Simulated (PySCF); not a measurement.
C7H12.
Numbering: `[CH2:1]=[C:2]([CH3:3])[CH2:4][CH:5]1[CH2:6][CH2:7]1` (hydrogens: H8, H9 on C1; H10, H11, H12 on C3; H13, H14 on C4; H15 on C5; H16, H17 on C6; H18, H19 on C7)

Computed geometry: GFN2-xTB, gas phase.

Give the optimised bond lengths and angles.

```csv
bond,length (bohr)
C1=C2,2.500
C2–C3,2.830
C2–C4,2.845
C4–C5,2.864
"C5–C6, C5–C7",2.831
C6–C7,2.833
C1–H8,2.036
C1–H9,2.036
"C3–H10, C3–H11, C3–H12",2.057
"C4–H13, C4–H14",2.065
C5–H15,2.048
"C6–H16, C7–H18",2.040
"C6–H17, C7–H19",2.040
```

Bonds in one row agree within 0.02 bohr and their mean is given. A selection of angles:
```csv
angle,degrees
C2–C1–H8,122.0
C2–C1–H9,121.9
H8–C1–H9,116.0
C1–C2–C3,122.5
C1–C2–C4,121.9
C3–C2–C4,115.6
C2–C3–H10,111.1
C2–C3–H11,110.1
H10–C3–H11,108.8
H11–C3–H12,107.7
C2–C4–C5,111.5
C2–C4–H13,109.4
C5–C4–H13,109.1
H13–C4–H14,108.1
C4–C5–C6,120.6
C4–C5–C7,119.8
C4–C5–H15,113.0
C6–C5–C7,60.0
C6–C5–H15,116.9
C5–C6–C7,60.0
C5–C6–H16,118.3
C5–C6–H17,118.8
C7–C6–H16,117.7
C7–C6–H17,118.5
H16–C6–H17,113.6
```

Dihedral angles: C1–C2–C4–C5 -111° (anticlinal); C2–C4–C5–C6 -93° (anticlinal); C4–C5–C6–C7 -109° (anticlinal); C4–C5–C7–C6 110° (anticlinal). The mirror-image conformer, all signs reversed, is as good.

Of the pairs four or more bonds apart, C5···H11 is among the closest relative to their van der Waals radii: 2.83 Å, 98 % of the sum of Bondi's values. All internal angles of the 3-membered ring C5–C6–C7 are 60.0°. The 7 C–C bonds span 1.323 Å (C1=C2, drawn double) to 1.515 Å (C4–C5, drawn single), a spread of 0.192 Å.

Point group: C1 (no symmetry element, even within 0.4 Å). Not checked by GFN2-xTB frequencies. The numbers are those of one conformer.
